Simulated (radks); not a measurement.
Task: Method: non-relativistic Kohn-Sham, LDA (Slater exchange, Perdew-Wang correlation), spin-polarised, spherical densities, point nucleus; open shells are filled with parallel spins first (spin-orbit coupling, left out, can overturn this in heavy ions); computed with a radial shooting solver on a logarithmic mesh with Libxc functionals. Response by self-consistent Sternheimer equations with the Hartree and adiabatic LDA kernel. For heavy and open-shell atoms this level of theory can miss by tens of per cent. Rank Ge, N+, Be+, Mo+, O+ (NIST ground configurations) by static dipole polarisability, largest first.

Result: Ge 44.28, Be+ 21.22, Mo+ 20.87, N+ 3.890, O+ 2.647 bohr^3.
